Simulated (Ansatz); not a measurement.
# Relative stability

The two ends of one reaction step of Si3H7F, closed shell (PBE0-D4/def2-TZVP).

A:

```
11
angstrom
Si -1.1742 -0.0529 -0.4495
Si 1.1369 1.6254 -0.0220
F -0.1370 0.8532 -1.4262
H 0.9465 3.0217 -0.5692
H 2.3399 1.2737 -0.8666
H -2.0257 0.9265 0.2630
H -1.9726 -0.7276 -1.5074
Si 0.0374 -1.4869 0.9351
H -0.6377 -2.8198 0.9637
H 0.0890 -0.9416 2.3112
H 1.3973 -1.6717 0.3677
```

B:

| atom | x (Å) | y (Å) | z (Å) |
| --- | --- | --- | --- |
| Si1 | -0.9051 | -0.0926 | -0.3972 |
| Si2 | 0.6746 | 1.5541 | -0.9113 |
| F3 | 0.1080 | 2.5675 | -2.0212 |
| H4 | 1.0153 | 2.3513 | 0.2962 |
| H5 | 1.9169 | 0.9417 | -1.4512 |
| H6 | -2.1479 | 0.5427 | 0.1224 |
| H7 | -1.2415 | -0.8730 | -1.6202 |
| Si8 | -0.0069 | -1.5171 | 1.2289 |
| H9 | -0.9819 | -2.5779 | 1.5964 |
| H10 | 0.3383 | -0.7374 | 2.4477 |
| H11 | 1.2302 | -2.1591 | 0.7094 |

Ansatz 0.2.0; basis: def2-TZVPP; cores frozen in the correlated methods. B3LYP uses VWN-RPA correlation.

Problem. Which structure is lower at CCSD(T), and by how much? (An estimate is asked for; the value comes from the calculation.)

Solution. Computed: B, by 2.206 eV (electronic energy, against the other). By their contacts, A is Si₃H₇F ([SiH2][F][SiH2][SiH3]) and B is Si₃H₇F ([F][SiH2][SiH2][SiH3]).

All methods give the same order:

| method | E(B) − E(A) (eV) |
| --- | --- |
| SPW92 | -2.082 |
| PBE-D4 | -2.120 |
| BLYP-D4 | -2.014 |
| r2SCAN-D4 | -2.268 |
| B97M-V | -2.192 |
| PBE0-D4 | -2.242 |
| B3LYP-D4 | -2.126 |
| r2SCAN0-D4 | -2.319 |
| BHLYP-D4 | -2.228 |
| CAM-B3LYP-D4 | -2.182 |
| wB97X-V | -2.262 |
| wB97M-V | -2.040 |
| B2PLYP | -2.219 |
| PBE-QIDH | -2.337 |
| RPA on PBE | -2.101 |
| HF | -2.400 |
| MP2 | -2.279 |
| CCSD | -2.235 |
| CCSD(T) | -2.206 |

No T1 diagnostic of these runs exceeds 0.014.

Labels in which every atom is bracketed show which atoms are joined, not bond orders.

For scale, one of the runs: CCSD(T)/def2-TZVPP, 255 basis functions, launched by `ansatz run in.yaml --threads 4 --pin off --events-out ev --progress --plain --max-ram 9574MiB`. Hardware: 4 CPU threads of an Arm Neoverse V2, shared host. Wall time 98 s; peak host memory 5.1 GiB.
